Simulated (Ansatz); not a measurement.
```yaml
crystal:
  periodic: [false, false, false]
  atoms:
    - {symbol: C, position_ang: [-3.738537, 1.104384, -0.152082]}
    - {symbol: N, position_ang: [-3.004046, -0.077365, -0.129512]}
    - {symbol: C, position_ang: [-3.659824, -1.305774, -0.133710]}
    - {symbol: C, position_ang: [-1.684503, -0.029568, -0.069629]}
    - {symbol: C, position_ang: [-0.997293, 1.149395, -0.040308]}
    - {symbol: C, position_ang: [0.337894, 1.130920, 0.013586]}
    - {symbol: C, position_ang: [0.995087, -0.054688, 0.041732]}
    - {symbol: C, position_ang: [2.419145, -0.088341, 0.095592]}
    - {symbol: N, position_ang: [3.028570, 1.061164, 0.113389]}
    - {symbol: C, position_ang: [4.309967, 1.041241, 0.159918]}
    - {symbol: C, position_ang: [5.014474, -0.106320, 0.190403]}
    - {symbol: C, position_ang: [4.286487, -1.240631, 0.167144]}
    - {symbol: N, position_ang: [3.004924, -1.245390, 0.120854]}
    - {symbol: N, position_ang: [0.354423, -1.179178, 0.020032]}
    - {symbol: C, position_ang: [-0.918358, -1.170477, -0.031039]}
    - {symbol: H, position_ang: [-3.585702, 1.693256, 0.728304]}
    - {symbol: H, position_ang: [-4.772507, 0.875376, -0.215372]}
    - {symbol: H, position_ang: [-3.487414, 1.715049, -0.993389]}
    - {symbol: H, position_ang: [-3.374147, -1.909980, -0.967886]}
    - {symbol: H, position_ang: [-4.706758, -1.144318, -0.193930]}
    - {symbol: H, position_ang: [-3.465516, -1.871599, 0.752824]}
    - {symbol: H, position_ang: [-1.503330, 2.073800, -0.061548]}
    - {symbol: H, position_ang: [0.899857, 2.023136, 0.035365]}
    - {symbol: H, position_ang: [4.800220, 1.982713, 0.175771]}
    - {symbol: H, position_ang: [6.069168, -0.116191, 0.229269]}
    - {symbol: H, position_ang: [4.762898, -2.189591, 0.189222]}
    - {symbol: H, position_ang: [-1.385189, -2.121023, -0.044981]}
basis:
  gaussian: {orbitals: def2-mTZVP}
hamiltonian: {xc: {name: BHLYP}}
output: {forces: true}
```

```sh
$ ansatz run in.yaml --threads 6 --pin off --events-out ev --progress --plain --max-ram 7833MiB
```

It prints (some lines left out):

```
Functional definition: BHLYP
2974 factors; integrals over basis functions are off by at most 1.2e-3 eV
mean field evaluation 1: about -17541.9115 eV, gradient 7.7e1 eV
mean field evaluation 2: about -17547.7861 eV, gradient 5.9e1 eV
mean field evaluation 4: about -17555.2117 eV, gradient 4.9e0 eV
mean field evaluation 8: about -17555.2642 eV, gradient 4.3e-1 eV
mean field evaluation 16: about -17555.2646 eV, gradient 2.1e-4 eV
mean field -17555.26464324 eV, -645.1440762534 hartree, gradient 3.6e-5 eV, S^2 0.000000; 0 other end points of the search recorded, 0 dependent functions left out
reference -17555.26493761 eV, -645.1440870712 hartree; 53, 53 occupied and 268, 268 virtual orbitals, 2974 factors
Total energy: -17555.26493761 eV, -645.1440870712 hartree
Atom 0 at    -3.738537     1.104384    -0.152082 Å, force    -0.599727     0.977552    -0.025786 eV/Å
Atom 1 at    -3.004046    -0.077365    -0.129512 Å, force    -0.461445    -0.039776    -0.067683 eV/Å
Atom 2 at    -3.659824    -1.305774    -0.133710 Å, force    -0.559334    -1.036838    -0.009454 eV/Å
Atom 3 at    -1.684503    -0.029568    -0.069629 Å, force     0.492321     0.028764     0.031882 eV/Å
Atom 4 at    -0.997293     1.149395    -0.040308 Å, force    -0.730038     0.894042    -0.039891 eV/Å
Atom 5 at     0.337894     1.130920     0.013586 Å, force     0.775490     0.878811     0.034445 eV/Å
Atom 6 at     0.995087    -0.054688     0.041732 Å, force     0.167865     0.312641     0.005374 eV/Å
Atom 7 at     2.419145    -0.088341     0.095592 Å, force    -0.405717    -0.019638    -0.020369 eV/Å
Atom 8 at     3.028570     1.061164     0.113389 Å, force    -1.010767     1.483251    -0.042563 eV/Å
Atom 9 at     4.309967     1.041241     0.159918 Å, force     1.190172     1.154522     0.051576 eV/Å
Atom 10 at     5.014474    -0.106320     0.190403 Å, force     1.239244     0.002256     0.037182 eV/Å
Atom 11 at     4.286487    -1.240631     0.167144 Å, force     1.159965    -1.206783     0.059174 eV/Å
Atom 12 at     3.004924    -1.245390     0.120854 Å, force    -1.057107    -1.464557    -0.033994 eV/Å
Atom 13 at     0.354423    -1.179178     0.020032 Å, force     1.129144    -1.566649     0.058809 eV/Å
Atom 14 at    -0.918358    -1.170477    -0.031039 Å, force    -1.245580    -1.047485    -0.052410 eV/Å
Atom 15 at    -3.585702     1.693256     0.728304 Å, force     0.025636     0.432310     0.561887 eV/Å
Atom 16 at    -4.772507     0.875376    -0.215372 Å, force    -0.702605    -0.030479    -0.039236 eV/Å
Atom 17 at    -3.487414     1.715049    -0.993389 Å, force     0.081745     0.450854    -0.539275 eV/Å
Atom 18 at    -3.374147    -1.909980    -0.967886 Å, force     0.108258    -0.451271    -0.536462 eV/Å
Atom 19 at    -4.706758    -1.144318    -0.193930 Å, force    -0.701095    -0.012102    -0.036845 eV/Å
Atom 20 at    -3.465516    -1.871599     0.752824 Å, force     0.056428    -0.424065     0.567717 eV/Å
Atom 21 at    -1.503330     2.073800    -0.061548 Å, force    -0.333784     0.651973    -0.011083 eV/Å
Atom 22 at     0.899857     2.023136     0.035365 Å, force     0.273931     0.623185     0.011081 eV/Å
Atom 23 at     4.800220     1.982713     0.175771 Å, force     0.350136     0.590667     0.006695 eV/Å
Atom 24 at     6.069168    -0.116191     0.229269 Å, force     0.710734    -0.009584     0.025968 eV/Å
Atom 25 at     4.762898    -2.189591     0.189222 Å, force     0.333698    -0.592278     0.010159 eV/Å
Atom 26 at    -1.385189    -2.121023    -0.044981 Å, force    -0.287566    -0.579324    -0.006900 eV/Å
Dipole moment:    -0.457474     0.342712    -0.019782 e Å
```

It took 7.5 s on 6 threads of Intel Xeon 6975P-C on a shared host, peak host memory 1.6 GiB.
